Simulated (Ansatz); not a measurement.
One geometry of the cluster Be₂Cl₄⁻, several levels of theory.

```yaml
crystal:
  periodic: [false, false, false]
  atoms:
    - {symbol: Be, position_ang: [0.301731, 1.134150, 1.270892]}
    - {symbol: Be, position_ang: [-0.113360, -0.426945, -0.477987]}
    - {symbol: Cl, position_ang: [1.853357, -0.066579, 0.299785]}
    - {symbol: Cl, position_ang: [-0.583151, 1.659186, -0.660368]}
    - {symbol: Cl, position_ang: [-0.450503, -1.690667, -1.895861]}
    - {symbol: Cl, position_ang: [-1.008084, -0.609145, 1.463528]}
basis:
  gaussian: {orbitals: def2-TZVPD, initial_orbitals: start.molden}
total_charge: -1
magnetization: {spin_polarized: true, initial_magnetization: 1}
hamiltonian: {xc: pbe0, dispersion: d4}
scf: {omitted_lower_state_checks: [starts]}
output: {orbitals: {seedname: orbitals}}
```

The file start.molden holds the orbitals of an earlier run on this structure, at another level or in another basis.

```sh
$ ansatz run in.yaml --threads 4 --pin off --events-out ev --progress --plain --max-ram 4787MiB
```

Shortened log:

```
Functional definition: PBE0
1546 factors; their error is unknown
mean field evaluation 1: about -50881.7463 eV, gradient 1.4e2 eV
mean field evaluation 2: about -50885.8159 eV, gradient 6.1e0 eV
mean field evaluation 4: about -50886.1714 eV, gradient 2.6e-3 eV
mean field -50886.28634839 eV, -1870.0365313397 hartree, gradient 6.1e-5 eV, S^2 0.751084; 0 other end points of the search recorded, 0 dependent functions left out
reference -50886.28639757 eV, -1870.0365331469 hartree; 39, 38 occupied and 189, 190 virtual orbitals, 1546 factors
Total energy: -50886.52515962 eV, -1870.0453074905 hartree
Checks for a lower state left out: starts
```

Run time 9 s (4 threads of Arm Neoverse V1 on a shared host), peak host memory 1 GiB.

Geometry: B3LYP-D4/def2-SVPD.

Another isomer (doublet) lies 0.34 eV lower at PBE0-D4/def2-TZVPD; other spin states weren't run for this one.
